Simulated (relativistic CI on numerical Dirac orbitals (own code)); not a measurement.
**Electric-dipole lines of Gd18+**

Calculated at this level of theory: Dirac-Coulomb-Breit CI, separate exchange-only KLI orbitals for each configuration, model QED, unscaled Slater integrals (own radial code, finite nucleus).

Configuration list (outside the closed core [Ar] 3d10): 4s²4p⁶4d¹⁰, 4s²4p⁶4d⁹4f, 4s²4p⁵4d¹⁰4f, 4s²4p⁶4d⁹5s, 4s²4p⁶4d⁹5p, 4s4p⁶4d¹⁰4f, 4s²4p⁶4d⁹5d, 4s²4p⁵4d¹⁰5s, 4s²4p⁶4d⁹5f, 4s²4p⁶4d⁹6s, 4s²4p⁵4d¹⁰5p, 4s²4p⁶4d⁹6p, 4s²4p⁶4d⁹5g, 4s²4p⁶4d⁹6d, 4s²4p⁵4d¹⁰5d, 4s²4p⁶4d⁹6f, 4s4p⁶4d¹⁰5s, 4s²4p⁶4d⁹7s, 4s²4p⁶4d⁹7p, 4p⁶4d¹⁰4f², 4p⁶4d⁹4f³, 4p⁵4d¹⁰4f³, 4p⁶4d⁹4f²5s, 4p⁶4d⁹4f²5p, 4p⁶4d⁹4f²5d. Double excitations out of closed p, d and f shells are left out; levels of such configurations are missing from the list, as are those of other unlisted configurations, and high levels can miss mixing partners. These lack a partner that the ground configuration has and come out too high: 4s²4p⁵4d¹⁰5s, 4s²4p⁶4d⁹5f, 4s²4p⁶4d⁹6s, 4s²4p⁵4d¹⁰5p, 4s²4p⁶4d⁹6p.

```
λ vac (Å)                  Lower                  Upper   A (s⁻¹)        gf  Branching (%)
   56.037   4s²4p⁶4d⁹4f ³P°2 [4]  4s²4p⁶4d⁹5g ³D3 [117]  6.60e+11  2.17e+00           52.1
   56.638   4s²4p⁶4d⁹4f ³H°5 [6]  4s²4p⁶4d⁹5g ³I6 [116]  1.01e+12  6.33e+00           90.0
   56.665   4s²4p⁶4d⁹4f ³H°6 [5]  4s²4p⁶4d⁹5g ³I7 [114]  1.09e+12  7.90e+00           96.5
   56.671  4s²4p⁶4d⁹4f ³H°4 [15]  4s²4p⁶4d⁹5g ³I5 [126]  9.00e+11  4.77e+00           79.6
   56.861   4s²4p⁶4d⁹4f ³F°2 [7]  4s²4p⁶4d⁹5g ³G3 [118]  7.40e+11  2.51e+00           61.7
   56.891   4s²4p⁶4d⁹4f ³F°3 [8]  4s²4p⁶4d⁹5g ³F4 [119]  6.72e+11  2.93e+00           56.1
   56.975   4s²4p⁶4d⁹4f ³H°4 [9]  4s²4p⁶4d⁹5g ¹H5 [121]  6.18e+11  3.31e+00           55.2
   57.139  4s²4p⁶4d⁹4f ¹H°5 [17]  4s²4p⁶4d⁹5g ³I6 [128]  1.03e+12  6.52e+00           91.4
   57.167  4s²4p⁶4d⁹4f ³F°4 [10]  4s²4p⁶4d⁹5g ³G5 [120]  6.81e+11  3.67e+00           58.6
   57.486  4s²4p⁶4d⁹4f ³G°4 [19]  4s²4p⁶4d⁹5g ³H5 [131]  9.79e+11  5.33e+00           86.7
   57.527  4s²4p⁶4d⁹4f ³G°5 [11]  4s²4p⁶4d⁹5g ³H6 [122]  9.19e+11  5.93e+00           82.4
   57.647  4s²4p⁶4d⁹4f ³D°3 [13]  4s²4p⁶4d⁹5g ¹G4 [123]  7.19e+11  3.22e+00           63.3
   65.564     4s²4p⁶4d¹⁰ ¹S0 [1]  4s²4p⁶4d⁹4f ¹P°1 [25]  4.79e+12  9.26e+00          100.0
   73.382  4s²4p⁶4d⁹4f ¹H°5 [17]  4s²4p⁵4d¹⁰4f ³G4 [68]  5.80e+11  4.21e+00           58.9
   88.093   4s²4p⁶4d⁹4f ³H°5 [6]  4s²4p⁵4d¹⁰4f ³G4 [58]  4.35e+11  4.55e+00           73.5
   88.271  4s²4p⁶4d⁹4f ³G°5 [11]  4s²4p⁵4d¹⁰4f ³F4 [62]  3.52e+11  3.70e+00           57.7
   88.380   4s²4p⁶4d⁹4f ³H°6 [5]  4s²4p⁵4d¹⁰4f ³G5 [57]  4.20e+11  5.41e+00           73.1
   217.69   4s²4p⁶4d⁹5d ³G4 [39]  4s²4p⁶4d⁹5f ³H°5 [73]  1.16e+11  9.05e+00           95.4
   223.37   4s²4p⁶4d⁹5d ³G5 [43]  4s²4p⁶4d⁹5f ³H°6 [74]  1.14e+11  1.11e+01           99.8
   250.48  4s²4p⁶4d⁹5p ³F°4 [30]   4s²4p⁶4d⁹5d ³G5 [43]  6.34e+10  6.56e+00           38.7
```

Terms are leading LS components. Brackets give the number of a level in order of energy, since labels repeat. The list gives strong lines, with weight on those to low levels, without lines whose two gauges differ by over a factor of 2.5, among the lowest 209 of 2682 levels, so that lines to higher ones, which can be the strongest, are missing. Levels whose partners in the same complex of configurations lie outside the list can be far off, and so can their lines. Rates are taken at the computed energies, electric ones in the length gauge.

At this charge energies of transitions that change n are usually good to better than 1 %, and those within a shell (Δn = 0) to a few per cent.

LS names give the leading component of a level, which can be under half, so a name can repeat, a term be missing and a line seem to break the LS rules.
